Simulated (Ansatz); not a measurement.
**An input for SiSe**

SiSe has 2 atoms, charge 0, and is taken as a singlet.

```jsonl
{"atom": "Si", "x (Å)": "-1.1078", "y (Å)": "-1.2318", "z (Å)": "-1.9071"}
{"atom": "Se", "x (Å)": "-1.1056", "y (Å)": "0.8941", "z (Å)": "-1.9014"}
```

Settings wanted:

```json
{
  "basis set": "pcseg-1",
  "core potential": "none",
  "integral approximation": "automatic",
  "task": "energy",
  "method": "DFT",
  "functional": "r2SCAN50",
  "dispersion": "D4",
  "reference": "RKS",
  "accuracy": "medium"
}
```

Question: Give an Ansatz 0.2.0 job that does this.

Answer: This one ran through:

run.yaml:
```yaml
crystal:
  periodic: [false, false, false]
  atoms:
    - symbol: Si
      position_ang: [-1.107820, -1.231780, -1.907110]
    - symbol: Se
      position_ang: [-1.105560, 0.894080, -1.901430]
basis:
  gaussian:
    orbitals: pcseg-1.json
hamiltonian:
  xc: {name: r2SCAN50}
  dispersion: d4
```

```bash
$ ansatz run run.yaml --threads 1 --pin off --max-ram 2610MiB --events-out events.jsonl --progress --plain --runs-dir runs
```

(Basis files named in the input come from the Basis Set Exchange and aren't shown.)

Calculated total energy: -2690.67835 Eh.
